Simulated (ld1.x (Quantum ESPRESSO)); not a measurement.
Pseudopotential generation for boron (B): RRKJ, PW91, scalar-relativistic.

ld1.x (Quantum ESPRESSO) 7.5 was run on this input:

```
&input
   title='B', zed=5., rel=1, dft='PW91', iswitch=3,
   config='[He] 2s2 2p1',
   nld=2, rlderiv=3.50, eminld=-3.0, emaxld=5.0, deld=0.02
 /
 &inputp
   pseudotype=2, tm=.false., rho0=0.02, lloc=1,
   nlcc=.true., new_core_ps=.true., rcore=1.25,
   file_pseudopw='B.UPF', file_wfcaegen='ae.wfc', file_wfcncgen='nc.wfc', file_beta='beta', file_chi='chi'
 /
2
2S  1  0   2.00   0.00  1.35  1.35  0.0
2P  2  1   1.00   0.00  3.20  3.20  0.0
 &test
   configts(1)='2s2 2p1'
 /
```

Command:

```bash
ld1.x < B.in > B.out
```

Resulting log (shortened: banner, matrices, multipoles, cross overlaps and the repeated all-electron block are left out):

```
Program LD1 v.7.5
     --------------------------- All-electron run ----------------------------

     B
     scalar relativistic calculation

     atomic number is  5.00
     dft =PW91   lsd =0 sic =0 latt =0  beta=0.20 tr2=1.0E-14
     Exchange-correlation= PW91
                           (   1   4   2   2   0   0   0)
     mesh =1059 r(mesh) = 101.04461 a.u. xmin = -7.00 dx = 0.01250
     1 Ry =  13.60569312 eV, c = 137.03599908

     n l     nl                  e(Ry)          e(Ha)          e(eV)
     1 0     1S 1( 2.00)       -13.2946        -6.6473      -180.8827
     2 0     2S 1( 2.00)        -0.6973        -0.3486        -9.4869
     2 1     2P 1( 1.00)        -0.2684        -0.1342        -3.6523

     final scf error:  3.4E-16 reached in  23 iterations

     Etot =     -49.255460 Ry,     -24.627730 Ha,    -670.154672 eV

     Ekin =      49.081168 Ry,      24.540584 Ha,     667.783308 eV
     Encl =    -113.825012 Ry,     -56.912506 Ha,   -1548.668185 eV
     Eh   =      23.139251 Ry,      11.569625 Ha,     314.825548 eV
     Exc  =      -7.650867 Ry,      -3.825433 Ha,    -104.095344 eV

     normalization and overlap integrals

     s(1S/1S) =  1.000000  <r> =   0.3293  <r2> =    0.1473  r(max) =   0.2103
     s(2S/2S) =  1.000000  <r> =   1.9496  <r2> =    4.5897  r(max) =   1.5152
     s(2P/2P) =  1.000000  <r> =   2.3059  <r2> =    6.9385  r(max) =   1.5731

     ------------------------ End of All-electron run ------------------------

     --------------------- Generating NC pseudopotential ---------------------

      Generating local pot.: lloc=1, matching radius rcloc =   3.2000

      Computing core charge for nlcc:

       r > 1.26 : true rho core
      Core charge pseudized with two Bessel functions
      Integrated core pseudo-charge :   0.13

      Wfc   2S  rcut= 1.337  Estimated cut-off energy=       24.14 Ry
      Using 4 Bessel functions for this wfc, rho(0) = 0.020
      This function has    0 nodes for 0 < r <    1.337

     ------------------- End of pseudopotential generation -------------------

     Computing logarithmic derivative in   3.47930
     Computing logarithmic derivative in   3.47930
     Computing the partial wave expansion
     R is outside the sphere for l=    0 j= 0.00
       no projector for channel:   1

     ---------------------- Testing the pseudopotential ----------------------

     B
     scalar relativistic calculation

     atomic number is  5.00   valence charge is  3.00
     dft =PW91   lsd =0 sic =0 latt =0  beta=0.20 tr2=1.0E-14
     mesh =1059 r(mesh) = 101.04461 xmin = -7.00 dx = 0.01250

     n l     nl             e AE (Ry)        e PS (Ry)    De AE-PS (Ry)
     1 0     2S   1( 2.00)       -0.69727       -0.69727       -0.00000
     2 1     2P   1( 1.00)       -0.26844       -0.26844        0.00000

     eps = 9.5E-15  iter = 15

     Etot =     -49.255460 Ry,     -24.627730 Ha,    -670.154672 eV
     Etotps =    -5.254701 Ry,      -2.627350 Ha,     -71.493845 eV

     Ekin =       2.367492 Ry,       1.183746 Ha,      32.211368 eV
     Encl =     -10.942390 Ry,      -5.471195 Ha,    -148.878801 eV
     Ehrt =       3.957489 Ry,       1.978744 Ha,      53.844380 eV
     Ecxc =      -1.730992 Ry,      -0.865496 Ha,     -23.551341 eV
     (Ecc =      -0.083293 Ry,      -0.041647 Ha,      -1.133260 eV)
     Epseu=       1.093700 Ry,       0.546850 Ha,      14.880549 eV

     ---------------------- End of pseudopotential test ----------------------
```

Generation and configuration tests took about 0.67 s on one core of a shared server CPU.

Transferability test of the new file with ld1.x, input:

```
&input
   title='B', zed=5., rel=1, dft='PW91', iswitch=2,
   config='[He] 2s2 2p1'
 /
 &test
   file_pseudo='B.UPF', nconf=8,
   configts(1)='2s2 2p1',
   configts(2)='2s2 2p0',
   configts(3)='2s1 2p0',
   configts(4)='2s2 2p0.5',
   configts(5)='2s2 2p1.3',
   configts(6)='2s1 2p1',
   configts(7)='2s0 2p3',
   configts(8)='2s1 2p2'
 /
```

```bash
ld1.x < B.test.in > B.test.out
```

Pseudopotential blocks of its output, shortened (energy terms left out):

```
     ---------------------- Testing the pseudopotential ----------------------

     n l     nl             e AE (Ry)        e PS (Ry)    De AE-PS (Ry)
     1 0     2S   1( 2.00)       -0.69727       -0.69727       -0.00000
     2 1     2P   1( 1.00)       -0.26844       -0.26844        0.00000

     eps = 4.4E-15  iter = 16

     Etot =     -49.255460 Ry,     -24.627730 Ha,    -670.154671 eV
     Etotps =    -5.254701 Ry,      -2.627350 Ha,     -71.493845 eV

     ---------------------- End of pseudopotential test ----------------------

          ---------------------- Testing the pseudopotential ----------------------

     n l     nl             e AE (Ry)        e PS (Ry)    De AE-PS (Ry)
     1 0     2S   1( 2.00)       -1.43743       -1.42610       -0.01132  !
     2 1     2P   1( 0.00)       -0.98586       -0.96345       -0.02241  !

     eps = 3.7E-15  iter = 18

     Etot =     -48.647741 Ry,     -24.323871 Ha,    -661.886241 eV
     Etotps =    -4.653895 Ry,      -2.326948 Ha,     -63.319472 eV
     dEtot_ae =       0.607718 Ry
     dEtot_ps =       0.600805 Ry,   Delta E=       0.006913 Ry

     ---------------------- End of pseudopotential test ----------------------

          ---------------------- Testing the pseudopotential ----------------------

     n l     nl             e AE (Ry)        e PS (Ry)    De AE-PS (Ry)
     1 0     2S   1( 1.00)       -2.31644       -2.29396       -0.02249  !
     2 1     2P   1( 0.00)       -1.87587       -1.80415       -0.07172  !

     eps = 7.6E-15  iter = 11

     Etot =     -46.775885 Ry,     -23.387942 Ha,    -636.418333 eV
     Etotps =    -2.798139 Ry,      -1.399069 Ha,     -38.070615 eV
     dEtot_ae =       2.479575 Ry
     dEtot_ps =       2.456562 Ry,   Delta E=       0.023013 Ry

     ---------------------- End of pseudopotential test ----------------------

          ---------------------- Testing the pseudopotential ----------------------

     n l     nl             e AE (Ry)        e PS (Ry)    De AE-PS (Ry)
     1 0     2S   1( 2.00)       -1.04188       -1.04044       -0.00144
     2 1     2P   1( 0.50)       -0.59808       -0.59330       -0.00478

     eps = 9.0E-15  iter = 15

     Etot =     -49.041485 Ry,     -24.520742 Ha,    -667.243394 eV
     Etotps =    -5.041528 Ry,      -2.520764 Ha,     -68.593476 eV
     dEtot_ae =       0.213975 Ry
     dEtot_ps =       0.213173 Ry,   Delta E=       0.000802 Ry

     ---------------------- End of pseudopotential test ----------------------

          ---------------------- Testing the pseudopotential ----------------------

     n l     nl             e AE (Ry)        e PS (Ry)    De AE-PS (Ry)
     1 0     2S   1( 2.00)       -0.52192       -0.52094       -0.00098
     2 1     2P   1( 1.30)       -0.10452       -0.10428       -0.00025

     eps = 6.4E-15  iter = 16

     Etot =     -49.310669 Ry,     -24.655334 Ha,    -670.905824 eV
     Etotps =    -5.309903 Ry,      -2.654951 Ha,     -72.244906 eV
     dEtot_ae =      -0.055209 Ry
     dEtot_ps =      -0.055202 Ry,   Delta E=      -0.000007 Ry

     ---------------------- End of pseudopotential test ----------------------

          ---------------------- Testing the pseudopotential ----------------------

     n l     nl             e AE (Ry)        e PS (Ry)    De AE-PS (Ry)
     1 0     2S   1( 1.00)       -1.44372       -1.45592        0.01220  !
     2 1     2P   1( 1.00)       -0.99299       -0.99118       -0.00180

     eps = 3.7E-15  iter = 15

     Etot =     -48.196571 Ry,     -24.098285 Ha,    -655.747748 eV
     Etotps =    -4.190187 Ry,      -2.095093 Ha,     -57.010393 eV
     dEtot_ae =       1.058889 Ry
     dEtot_ps =       1.064514 Ry,   Delta E=      -0.005625 Ry

     ---------------------- End of pseudopotential test ----------------------

          ---------------------- Testing the pseudopotential ----------------------

     n l     nl             e AE (Ry)        e PS (Ry)    De AE-PS (Ry)
     1 0     2S   1( 0.00)       -0.76102       -0.77564        0.01463  !
     2 1     2P   1( 3.00)       -0.32924       -0.33721        0.00797  !

     eps = 6.1E-15  iter = 15

     Etot =     -48.394118 Ry,     -24.197059 Ha,    -658.435514 eV
     Etotps =    -4.386694 Ry,      -2.193347 Ha,     -59.684012 eV
     dEtot_ae =       0.861342 Ry
     dEtot_ps =       0.868007 Ry,   Delta E=      -0.006665 Ry

     ---------------------- End of pseudopotential test ----------------------

          ---------------------- Testing the pseudopotential ----------------------

     n l     nl             e AE (Ry)        e PS (Ry)    De AE-PS (Ry)
     1 0     2S   1( 1.00)       -0.73202       -0.73922        0.00720  !
     2 1     2P   1( 2.00)       -0.30119       -0.30504        0.00386

     eps = 4.6E-15  iter = 15

     Etot =     -48.825498 Ry,     -24.412749 Ha,    -664.304740 eV
     Etotps =    -4.823070 Ry,      -2.411535 Ha,     -65.621209 eV
     dEtot_ae =       0.429962 Ry
     dEtot_ps =       0.431631 Ry,   Delta E=      -0.001669 Ry

     ---------------------- End of pseudopotential test ----------------------
```
